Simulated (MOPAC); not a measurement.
MOPAC input (PM3):

```
PM3 PRECISE GNORM=0.05 LET XYZ UHF MS=0.5 GEO-OK AUX(PRECISION=9) THREADS=1
H6N3Si

N     0.46818000 1    1.31245600 1   -0.84217300 1
Si   -0.07088400 1    0.18859800 1    0.36024300 1
N     1.14674600 1   -1.03270900 1    0.51910800 1
N    -1.50377900 1   -0.57547100 1   -0.24180200 1
H     0.99332500 1    2.13272600 1   -0.58248400 1
H    -0.14081600 1    1.49603300 1   -1.62622600 1
H     1.26970800 1   -1.52798200 1    1.38838700 1
H     2.02797900 1   -0.88742200 1    0.04832800 1
H    -2.41528800 1   -0.19964600 1   -0.03211800 1
H    -1.52056500 1   -1.58400900 1   -0.28522200 1
```

Output:

```
 *******************************************************************************
 **                                                                           **
 **                              MOPAC v23.2.5                                **
 **                                                                           **
 *******************************************************************************
 ** MOPAC's Digital Object Identifier: https://doi.org/10.5281/zenodo.6511958 **
 **                                                                           **
 ** Please cite the open-source release paper for use of this MOPAC version:  **
 ** J. E. Moussa and J. J. P. Stewart (2026)                                  **
 ** MOPAC: An open-source semiempirical molecular orbital program             **
 ** J. Open Source Softw., 11(119), 8025, https://doi.org/10.21105/joss.08025 **
 *******************************************************************************

                              PM3 CALCULATION RESULTS

 *******************************************************************************
 *  PM3        - The PM3 Hamiltonian to be used
 *  GEO-OK     - OVERRIDE INTERATOMIC DISTANCE AND OTHER SAFETY CHECKS
 *  UHF        - UNRESTRICTED HARTREE-FOCK CALCULATION
 *  MS=        - IN MECI, MAGNETIC COMPONENT OF SPIN =  0.5
 *  LET        - OVERRIDE SOME SAFETY CHECKS
 *  PRECISE    - TIGHTER CRITERIA TO BE USED
 *  XYZ        - CARTESIAN COORDINATE SYSTEM TO BE USED
 *  GNORM      - EXIT WHEN GRADIENT NORM DROPS BELOW 0.050
 *  AUX        - OUTPUT AUXILIARY INFORMATION
 *******************************************************************************
PM3 PRECISE GNORM=0.05 LET XYZ UHF MS=0.5 GEO-OK AUX(PRECISION=9) THREADS=1
 H6N3Si

   ATOM   CHEMICAL          X               Y               Z
  NUMBER   SYMBOL      (ANGSTROMS)     (ANGSTROMS)     (ANGSTROMS)

     1       N          0.46818000  *   1.31245600  *  -0.84217300  *
     2      Si         -0.07088400  *   0.18859800  *   0.36024300  *
     3       N          1.14674600  *  -1.03270900  *   0.51910800  *
     4       N         -1.50377900  *  -0.57547100  *  -0.24180200  *
     5       H          0.99332500  *   2.13272600  *  -0.58248400  *
     6       H         -0.14081600  *   1.49603300  *  -1.62622600  *
     7       H          1.26970800  *  -1.52798200  *   1.38838700  *
     8       H          2.02797900  *  -0.88742200  *   0.04832800  *
     9       H         -2.41528800  *  -0.19964600  *  -0.03211800  *
    10       H         -1.52056500  *  -1.58400900  *  -0.28522200  *

          CARTESIAN COORDINATES

    NO.       ATOM           X           Y           Z

     1         N          0.4682      1.3125     -0.8422
     2        Si         -0.0709      0.1886      0.3602
     3         N          1.1467     -1.0327      0.5191
     4         N         -1.5038     -0.5755     -0.2418
     5         H          0.9933      2.1327     -0.5825
     6         H         -0.1408      1.4960     -1.6262
     7         H          1.2697     -1.5280      1.3884
     8         H          2.0280     -0.8874      0.0483
     9         H         -2.4153     -0.1996     -0.0321
    10         H         -1.5206     -1.5840     -0.2852

  H: (PM3): J. J. P. STEWART, J. COMP. CHEM. 10, 209 (1989).
  N: (PM3): J. J. P. STEWART, J. COMP. CHEM. 10, 209 (1989).
 Si: (PM3): J. J. P. STEWART, J. COMP. CHEM. 10, 209 (1989).

           Empirical Formula: H6 N3 Si  =    10 atoms

      MOLECULAR POINT GROUP   :   C3

          UHF CALCULATION, NO. OF ALPHA ELECTRONS =   13
                           NO. OF BETA  ELECTRONS =   12

          Geometry optimization using EF

          DIAGONAL MATRIX USED AS START HESSIAN

 CYCLE:     1  GRAD.:    65.743 HEAT: -34.32135
 CYCLE:     2  GRAD.:   301.506 HEAT: -13.45465
 CYCLE:     3  GRAD.:    61.930 HEAT: -34.07709
 CYCLE:     4  GRAD.:   164.592 HEAT: -27.04720
 CYCLE:     5  GRAD.:   156.788 HEAT: -29.41680
 CYCLE:     6  GRAD.:    79.722 HEAT: -32.66760
 CYCLE:     7  GRAD.:    29.648 HEAT: -36.40814
 CYCLE:     8  GRAD.:     7.692 HEAT: -36.73627
 CYCLE:     9  GRAD.:     8.047 HEAT: -36.81806
 CYCLE:    10  GRAD.:    64.858 HEAT: -35.59477
 CYCLE:    11  GRAD.:     9.520 HEAT: -37.05657
 CYCLE:    12  GRAD.:    21.526 HEAT: -37.02387
 CYCLE:    13  GRAD.:    12.416 HEAT: -37.17213
 CYCLE:    14  GRAD.:    26.836 HEAT: -37.02849
 CYCLE:    15  GRAD.:    23.457 HEAT: -37.10825
 CYCLE:    16  GRAD.:    47.272 HEAT: -36.31519
 CYCLE:    17  GRAD.:     7.203 HEAT: -37.29078
 CYCLE:    18  GRAD.:    32.685 HEAT: -37.09017
 CYCLE:    19  GRAD.:    11.525 HEAT: -37.33179
 CYCLE:    20  GRAD.:    13.475 HEAT: -37.32361
 CYCLE:    21  GRAD.:    10.382 HEAT: -37.38981
 CYCLE:    22  GRAD.:    16.999 HEAT: -37.41400
 CYCLE:    23  GRAD.:     4.617 HEAT: -37.52152
 CYCLE:    24  GRAD.:    12.476 HEAT: -37.60068
 CYCLE:    25  GRAD.:     7.463 HEAT: -37.68129
 CYCLE:    26  GRAD.:    13.269 HEAT: -37.73930
 CYCLE:    27  GRAD.:     7.857 HEAT: -37.77189
 CYCLE:    28  GRAD.:     4.612 HEAT: -37.80872
 CYCLE:    29  GRAD.:     5.549 HEAT: -37.83327
 CYCLE:    30  GRAD.:     3.718 HEAT: -37.85177
 CYCLE:    31  GRAD.:     3.640 HEAT: -37.87043
 CYCLE:    32  GRAD.:     4.034 HEAT: -37.89074
 CYCLE:    33  GRAD.:    14.845 HEAT: -37.82664
 CYCLE:    34  GRAD.:     3.273 HEAT: -37.89398
 CYCLE:    35  GRAD.:     4.086 HEAT: -37.89448
 CYCLE:    36  GRAD.:     0.563 HEAT: -37.90097
 CYCLE:    37  GRAD.:     1.537 HEAT: -37.90343
 CYCLE:    38  GRAD.:     2.844 HEAT: -37.90490
 CYCLE:    39  GRAD.:     1.254 HEAT: -37.90729
 CYCLE:    40  GRAD.:     1.687 HEAT: -37.91014
 CYCLE:    41  GRAD.:     0.827 HEAT: -37.91170
 CYCLE:    42  GRAD.:     3.735 HEAT: -37.90923
 CYCLE:    43  GRAD.:     0.682 HEAT: -37.91293
 CYCLE:    44  GRAD.:     0.210 HEAT: -37.91355
 CYCLE:    45  GRAD.:    30.311 HEAT: -37.55911
 CYCLE:    46  GRAD.:     0.250 HEAT: -37.91368
 CYCLE:    47  GRAD.:     0.216 HEAT: -37.91372
 CYCLE:    48  GRAD.:    12.300 HEAT: -37.84482
 CYCLE:    49  GRAD.:     0.212 HEAT: -37.91383
 CYCLE:    50  GRAD.:     0.230 HEAT: -37.91385
 CYCLE:    51  GRAD.:     0.183 HEAT: -37.91387
 CYCLE:    52  GRAD.:     0.236 HEAT: -37.91391
 CYCLE:    53  GRAD.:     0.262 HEAT: -37.91394
 CYCLE:    54  GRAD.:     0.479 HEAT: -37.91420
 CYCLE:    55  GRAD.:     0.417 HEAT: -37.91439
 CYCLE:    56  GRAD.:     1.959 HEAT: -37.91256
 CYCLE:    57  GRAD.:     0.175 HEAT: -37.91455
 CYCLE:    58  GRAD.:     0.176 HEAT: -37.91458
 CYCLE:    59  GRAD.:     0.245 HEAT: -37.91466
 CYCLE:    60  GRAD.:     4.725 HEAT: -37.90509
 CYCLE:    61  GRAD.:     0.227 HEAT: -37.91475
 CYCLE:    62  GRAD.:     0.216 HEAT: -37.91481
 CYCLE:    63  GRAD.:     0.118 HEAT: -37.91488
 CYCLE:    64  GRAD.:     0.147 HEAT: -37.91486
 CYCLE:    65  GRAD.:     0.179 HEAT: -37.91483
 CYCLE:    66  GRAD.:     0.082 HEAT: -37.91487
 CYCLE:    67  GRAD.:     3.411 HEAT: -37.91165
 CYCLE:    68  GRAD.:    49.855 HEAT: -36.93495
 CYCLE:    69  GRAD.:     4.426 HEAT: -37.90850
 CYCLE:    70  GRAD.:     6.775 HEAT: -37.90146
 CYCLE:    71  GRAD.:     0.283 HEAT: -37.91480
 CYCLE:    72  GRAD.:     0.128 HEAT: -37.91482
 CYCLE:    73  GRAD.:     0.080 HEAT: -37.91484
 CYCLE:    74  GRAD.:     0.090 HEAT: -37.91487
 CYCLE:    75  GRAD.:     0.096 HEAT: -37.91488
 CYCLE:    76  GRAD.:     0.096 HEAT: -37.91490
 CYCLE:    77  GRAD.:     0.126 HEAT: -37.91492
 CYCLE:    78  GRAD.:     0.198 HEAT: -37.91494
 CYCLE:    79  GRAD.:     0.133 HEAT: -37.91497
 CYCLE:    80  GRAD.:     0.224 HEAT: -37.91494
 CYCLE:    81  GRAD.:     0.047 HEAT: -37.91499

     GRADIENT =  0.04723 IS LESS THAN CUTOFF =  0.05000

 -------------------------------------------------------------------------------
 PM3 PRECISE GNORM=0.05 LET XYZ UHF MS=0.5 GEO-OK AUX(PRECISION=9) THREADS=1
 H6N3Si

     GEOMETRY OPTIMISED USING EIGENVECTOR FOLLOWING (EF).
     SCF FIELD WAS ACHIEVED

                              PM3 CALCULATION
                                                       MOPAC v23.2.5 Linux

          FINAL HEAT OF FORMATION =        -37.91499 KCAL/MOL =    -158.63634 KJ/MOL

          COSMO AREA              =        113.20 SQUARE ANGSTROMS
          COSMO VOLUME            =        100.75 CUBIC ANGSTROMS

          GRADIENT NORM           =          0.04723          =       0.01493 PER ATOM
          IONIZATION POTENTIAL    =          6.567845 EV
          ALPHA SOMO LUMO (EV)    =         -6.568  0.849
          BETA  SOMO LUMO (EV)    =         -8.725 -0.479
          NO. OF ALPHA ELECTRONS  =         13
          NO. OF BETA  ELECTRONS  =         12
          MOLECULAR WEIGHT        =         76.1530         POINT GROUP:  C3v

          MOLECULAR DIMENSIONS (Angstroms)

            Atom       Atom       Distance
            H    10    H     5     4.65542
            H     9    H     7     4.03284
           Si     2    N     1     0.61706

          SCF CALCULATIONS        =         82

   ATOM   CHEMICAL          X               Y               Z
  NUMBER   SYMBOL      (ANGSTROMS)     (ANGSTROMS)     (ANGSTROMS)

     1       N          0.39462121  *   1.35191842  *  -0.91584724  *
     2      Si         -0.06254891  *   0.16662845  *   0.31816581  *
     3       N          1.25108756  *  -1.00890263  *   0.48849347  *
     4       N         -1.51708336  *  -0.68505989  *  -0.22559493  *
     5       H          1.26849599  *   1.82229112  *  -0.81511161  *
     6       H         -0.29907799  *   1.99680768  *  -1.22885744  *
     7       H          1.09006155  *  -1.81566824  *   1.05258014  *
     8       H          2.17295249  *  -0.66443082  *   0.65140144  *
     9       H         -2.30831941  *  -0.14026349  *  -0.49421139  *
    10       H         -1.81892563  *  -1.48038947  *   0.29533541  *

                             CARTESIAN COORDINATES

   1    N        0.394621208     1.351918424    -0.915847240
   2   Si       -0.062548910     0.166628450     0.318165808
   3    N        1.251087565    -1.008902631     0.488493475
   4    N       -1.517083361    -0.685059888    -0.225594931
   5    H        1.268495995     1.822291121    -0.815111613
   6    H       -0.299077988     1.996807680    -1.228857442
   7    H        1.090061550    -1.815668243     1.052580140
   8    H        2.172952491    -0.664430823     0.651401436
   9    H       -2.308319412    -0.140263490    -0.494211385
  10    H       -1.818925629    -1.480389475     0.295335412

           Empirical Formula: H6 N3 Si  =    10 atoms

      MOLECULAR POINT GROUP   :   C3v

          ALPHA EIGENVALUES
 -28.45759 -27.60009 -27.59958 -15.67433 -15.67372 -15.15168 -14.63994 -12.49007
 -12.48972 -11.39109  -9.66894  -9.66827  -6.56785   0.84913   0.84942   1.06922
   4.61062   4.61073   4.64182   5.55711   5.72656   5.72718

           BETA EIGENVALUES
 -28.36879 -27.51485 -27.51433 -15.62456 -15.62402 -15.07525 -14.61415 -12.35219
 -12.35174 -10.31025  -8.72533  -8.72475  -0.47855   1.14394   1.57667   1.57771
   4.65358   4.65365   4.66830   5.57160   5.77118   5.77188

              NET ATOMIC CHARGES AND DIPOLE CONTRIBUTIONS

  ATOM NO.   TYPE          CHARGE      No. of ELECS.   s-Pop       p-Pop
    1          N          -0.173935        5.1739     1.40464     3.76930
    2         Si           0.257042        3.7430     1.33063     2.41232
    3          N          -0.173810        5.1738     1.40456     3.76925
    4          N          -0.173927        5.1739     1.40465     3.76928
    5          H           0.044126        0.9559     0.95587
    6          H           0.044086        0.9559     0.95591
    7          H           0.044113        0.9559     0.95589
    8          H           0.044102        0.9559     0.95590
    9          H           0.044094        0.9559     0.95591
   10          H           0.044109        0.9559     0.95589
 DIPOLE           X         Y         Z       TOTAL
 POINT-CHG.    -0.161     0.431     0.825     0.944
 HYBRID        -0.050     0.131     0.246     0.283
 SUM           -0.212     0.562     1.071     1.227

          ATOMIC ORBITAL ELECTRON POPULATIONS

     Atom    s        px        py        pz
    1  N   1.40464   1.02295   1.26561   1.48074
    2 Si   1.33063   0.75973   0.78588   0.86671
    3  N   1.40456   1.05020   1.13735   1.58170
    4  N   1.40465   1.11902   1.13038   1.51988
    5  H   0.95587
    6  H   0.95591
    7  H   0.95589
    8  H   0.95590
    9  H   0.95591
   10  H   0.95589

                    (SZ)    =    0.500000
                    (S**2)  =    0.790571

          ATOMIC ORBITAL SPIN POPULATIONS

    Atom   Total    s     px     py     pz
         Atomic
    1  N  0.2119 -0.014  0.019 -0.005  0.213
    2 Si  0.4164  0.193 -0.040  0.028  0.235
    3  N  0.2124 -0.014  0.037  0.089  0.101
    4  N  0.2119 -0.014 -0.002  0.072  0.157
    5  H -0.0088 -0.009
    6  H -0.0088 -0.009
    7  H -0.0088 -0.009
    8  H -0.0088 -0.009
    9  H -0.0088 -0.009
   10  H -0.0088 -0.009

 **********************
 *                    *
 * JOB ENDED NORMALLY *
 *                    *
 **********************

 == MOPAC DONE ==
```

The geometry given is a B3LYP-D3(BJ)/def2-TZVP minimum.
